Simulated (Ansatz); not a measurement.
Consider the redistribution: `[Cl][Hf]([Cl])([Cl])[I]` + `[OH][GeH]([F])[GeH3]` → `[OH][Hf]([Cl])([Cl])[I]` + `[F][GeH]([Cl])[GeH3]`.

Computed with Ansatz on PBE0-D4/def2-TZVP structures; ΔE is electronic, products minus reactants. CBS: MP2 limit from def2 TZ/QZ plus the TZ coupled-cluster correction, frozen cores. DFT in def2-TZVPP. B3LYP here is the variant with VWN-RPA as its local correlation; programs differ in this. def2 core potentials past Kr. For Ge, Hf, I outer-core shells are correlated without core-valence functions, which leaves a few kJ/mol of doubt a bond. Scalar relativity is left out up to krypton. Each species was taken in one conformer, which may not be the lowest.

| level | ΔE (eV) |
| --- | --- |
| r2SCAN-D4 | -0.24 |
| PBE0 | -0.26 |
| B3LYP | -0.27 |
| LC-ωPBE | -0.33 |
| HF/def2-TZVPP | -0.29 |
| MP2/def2-TZVPP | -0.18 |
| CCSD/def2-TZVPP | -0.24 |
| HF/def2-QZVPP | -0.28 |

Problem. What does CCSD(T)/CBS give? (An estimate is asked.)

Solution. Ansatz gave: -0.21 eV. The listed levels differ from it by -0.03, -0.05, -0.06, -0.12, -0.08, 0.03, -0.03, -0.07 eV.

Largest T1 diagnostic among the species: 0.013.

In def2-TZVPP, CCSD(T) changes the Hartree–Fock value by +0.08 eV (the triples alone add +0.03 eV) and MP2 by +0.10 eV. At CCSD(T), def2-SVP lies −0.07 eV from the extrapolated value and def2-TZVPP +0.01 eV. Leaving LDA and LC-ωPBE aside and taking each functional with its dispersion term where it has one, the values, not all of them listed here, spread over 0.09 eV, from CAM-B3LYP-D4 to B97M-V.
